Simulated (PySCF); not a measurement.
Compound: C4H9BO3.
Geometry (PBE0-D3(BJ)/def2-SVP, Å), atoms numbered from 1 in this order:
```xyz
17
C4H9BO3 angstrom
C      2.9742    0.0185   -0.2910
O      1.9072   -0.8872   -0.2374
B      0.6328   -0.4954    0.0038
O     -0.3142   -1.4763    0.0658
C     -1.6578   -1.1517    0.3251
C     -1.7803    0.1438    1.1055
C     -0.9901    1.2335    0.4077
O      0.3416    0.8317    0.1829
H      3.4975   -0.0866   -1.2547
H      3.6951   -0.2084    0.5115
H      2.6397    1.0615   -0.1806
H     -2.1089   -1.9894    0.8805
H     -2.2059   -1.0685   -0.6323
H     -2.8381    0.4363    1.1973
H     -1.3882    0.0015    2.1271
H     -0.9692    2.1571    1.0075
H     -1.4642    1.4855   -0.5595
```

All values: PBE0/pcSseg-1 (PySCF, non-relativistic), on one gas-phase PBE0-D3(BJ)/def2-SVP geometry that isn't relaxed in the solvent. The solvent is an IEF-PCM continuum (cavity from Bondi-type radii × 1.2). Only the electrostatic response of the medium enters.

| run | E − E(gas) (kJ/mol) | HOMO (eV) | HOMO–LUMO gap (eV) | dipole (D) |
| --- | --- | --- | --- | --- |
| gas | 0.00 | -7.85 | 9.09 | 2.90 |
| P | -24.61 | -8.01 | 9.53 | 3.64 |
| Q | -18.21 | -7.96 | 9.43 | 3.45 |

**Question.** The runs were made in acetone and chloroform. Which run belongs to which solvent?

**Answer.** P = acetone, Q = chloroform. The dielectric constants are 4.711 (chloroform), 20.49 (acetone), and the energy falls further as ε rises. In this model the ground state sees the solvent through ε alone.

**Question.** How constant is the ratio of the lowering to (ε − 1)/(2ε + 1)?

**Answer.** 
| solvent | (ε − 1)/(2ε + 1) | E − E(gas) (kJ/mol) | ratio (kJ/mol) | polarisation term (kJ/mol) |
| --- | --- | --- | --- | --- |
| chloroform | 0.356 | -18.21 | -51.1 | -20.31 |
| acetone | 0.464 | -24.61 | -53.0 | -28.50 |

The ratio changes by +3.7 % in size from chloroform to acetone. The polarisation term is half the interaction of the solute with the induced surface charges.
